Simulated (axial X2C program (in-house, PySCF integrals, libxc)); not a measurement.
**ZrPb⁺: a run with one poor setting**

All values were computed with an axial X2C code built on PySCF integrals. Two-component (2c) means X2C with spin–orbit coupling and atomic mean-field two-electron Coulomb and Gaunt terms. Basis: Pb dyall-v2z [10s12p9d5f], Zr dyall-v2z [9s10p7d2f] (cores contracted in-house); Gaussian nuclei, density fitting, unrestricted open shells. Masses: Pb 207.977 u, Zr 89.905 u.

One setting of this run was spoiled on purpose, so its numbers are not properties of ZrPb⁺. Level: MP2, two-component; state Ω = 1/2 (⟨Sz⟩ = -2.14, ⟨Lz⟩ = 2.64 at HF).

```tsv
R (Å)	E − E(lowest point) (eV)
2.762	0.1354
2.850	0.0368
2.938	0.0000
3.041	0.0095
3.144	0.0545
```

Fit: Re 2.967 Å, ωe 143.4 cm⁻¹, residual 0.5 microhartree, De 0.70 eV.

25 electrons were correlated into 69 virtual spinors.

**Question.** Which setting was spoiled?
A. virtual space cut too low
B. too few iterations allowed
C. density fitting set too sparse
D. an excited determinant was followed
E. integration grid too coarse

**Answer.** A. Virtual space cut too low: only virtuals below 1 hartree against the usual 25.
